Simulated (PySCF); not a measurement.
Correlation energy of W⁺ (tungsten, charge +1)

[Xe] 4f14 5d4 6p1, one real determinant (an excited configuration). All numbers are calculated (PySCF 2.14, the spin-free X2C one-electron Hamiltonian (Gaussian nucleus), in x2c-TZVPPall (11s7p7d3f1g, 97 functions)). Frozen: [Xe] 4f14; 5 electrons correlated.

MP2 pair energies summed by pair of shells (mhartree):

```tsv
pair	energy	share (%)
5d-5d	-27.79	69.8
5d-6p	-12.01	30.2
```

Total MP2 correlation energy: -39.80 mhartree.

Same-spin part -39.80 and opposite-spin part 0.00 mhartree; SCS-MP2 scales them by 1/3 and 6/5 to -13.27 mhartree.

The basis was made for the ground configuration and has no added diffuse functions, which can raise the energy of the promoted electron.

The reference is one real determinant that mixes LS terms of this configuration.
